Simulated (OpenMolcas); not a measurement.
An atom or ion with 20 electrons was computed by XMS-CASPT2, IPEA 0.25 Eh, imaginary shift 0.1 Eh with spin-orbit coupling (OpenMolcas, ANO-RCC-VTZP, DKH2). The lowest levels that the run gave, each within 12 % of the measured value where one is at hand:

```tsv
J	Parity	E (eV)	g
2	even	0.0000	0.666
3	even	0.0408	1.084
4	even	0.0934	1.251
2	even	1.421	1.006
0	even	1.714	
1	even	1.728	1.501
2	even	1.758	1.495
4	even	2.362	1.000
0	even	5.493
```

Task: Which ion is it, and what are the configurations and terms?

Result: V3+ (Z = 23, charge +3; active space 2 electrons in 10 orbitals (3d 4d)). J, parity and g give the terms where levels are pure, and mixed ones are named by the computed weights; the size of the splittings, set against known spectra of the 20-electron sequence, gives the charge. In order, with the measured energies in eV (Sugar and Corliss, J. Phys. Chem. Ref. Data 7, 1191 (1978)): 3d² ³F₂, 3d² ³F₃ (0.0403), 3d² ³F₄ (0.0911), 3d² ¹D₂ (1.3588), 3d² ³P₀, 3d² ³P₁ (1.6415), 3d² ³P₂ (1.6686), 3d² ¹G₄ (2.2802), 3d² ¹S₀ (5.2646).

CASPT2 breaks the degeneracy within a term, and the mean is taken; among the terms shown or strongly mixed into the levels shown the widest spread is 760 cm-1 (3d² ¹G). Active for correlation alone: 4d; no level in the range computed is led by a configuration that fills it, so any true level of that kind is missing. Measured partners are found by configuration, term and J. A level has none where our copy of the source lacks it or the pairing is in doubt (some pairs that miss far off the trend of their configuration count as doubtful), and it then counts in no deviation. Levels of configurations outside the active space are missing.
